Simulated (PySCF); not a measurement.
These are PBE-D3(BJ)/def2-TZVP // PBE-D3(BJ)/def2-SVP run with PySCF values and carry that method's errors. Isolated molecules, 0 K electronic values unless said otherwise. One relaxed conformer stands for a flexible species; it need not be the lowest. 

Reference species: [Hf(Cl)4] (neutral, multiplicity 1).

| Item | Value |
|---|---|
| mean distance from the central atom to its bonded neighbours | 2.337 Å |
| HOMO–LUMO gap | 5.27 eV |
| charge on the central atom (Mulliken) | 1.09 e |

After one change: the mean distance from the central atom to its bonded neighbours falls by 0.067 Å; the HOMO–LUMO gap decreases by 0.95 eV; the charge on the central atom (Mulliken) increases by 0.03 e.

Question: What was changed between the two runs? The new species is one of these.
A. [Hf(NH2)4]
B. [Hf(Cl)2(NH2)2]
C. [Hf(Cl)(NH2)3]
D. [Hf(Cl)3(NH2)]

Answer: D, [Hf(Cl)3(NH2)]
